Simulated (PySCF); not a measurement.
Gas-phase reaction: 3 WO3 + 6 F → 3 WO2F2 + O3, at 800 K and a standard pressure of 1 bar. Level: PBE0/def2-QZVP†.

Method: PySCF energies plus ideal-gas RRHO corrections (1 bar). † marks an energy on the PBE0/def2-TZVP geometry and frequencies. Open shells (unrestricted): F (multiplicity 2, electronic degeneracy 6); the rest are closed-shell singlets. Spin-orbit splitting is ignored; it lowers the true energy and changes the entropy of F. W: scalar-relativistic def2 core potential, no spin-orbit coupling. WO2F2: computed as isolated molecules; such fragments, hydroxides, amides, oligomers or adducts are transient or little studied in the gas. The harmonic model lacks anharmonicity and excited electronic states, which grow with temperature; levels with a mode under 35 cm⁻¹ are left out. Strong static correlation: O3.

```
species      E (Ha)  H(800 K) − E (kJ/mol)  S°(800 K) (J/mol/K)
-------  ----------  ---------------------  -------------------
WO3      -292.71183                   72.2                357.1
F         -99.68127                   16.6                181.0
WO2F2    -417.27730                   92.7                412.0
O3       -225.29029                   53.3                280.9
```
E: electronic energy; H − E holds the zero-point and thermal terms. 1 Ha = 2625.5 kJ/mol.

Work out ΔH°, ΔS°, ΔG° and log10 K from these numbers.

1. ΔE = 3×(-417.27730) + 1×(-225.29029) − 3×(-292.71183) − 6×(-99.68127) = -0.89908 Ha = -2360.5 kJ.
2. Δ(H − E) = 3×(92.7) + 1×(53.3) − 3×(72.2) − 6×(16.6) = 15.2 kJ, so ΔH° = -2345.3 kJ.
3. ΔS° = 3×(412.0) + 1×(280.9) − 3×(357.1) − 6×(181.0) = -640.4 J/K; the number of gas molecules changes by -5.
4. ΔG° = ΔH° − TΔS° = -2345.3 − 800×(-640.4)/1000 = -1833.0 kJ.
5. log10 K = −ΔG°/(RT ln 10) = 119.65, with RT ln 10 = 15.32 kJ/mol; at standard pressures the products are favoured.
6. A shift of 10 kJ in ΔE would move log10 K by 0.65 here.
For scale, ΔH°(298 K) is -2341 kJ at this level, -2381 kJ at ωB97M-V/def2-TZVP†, and runs from -2920 to -1553 kJ over the 18 levels computed.
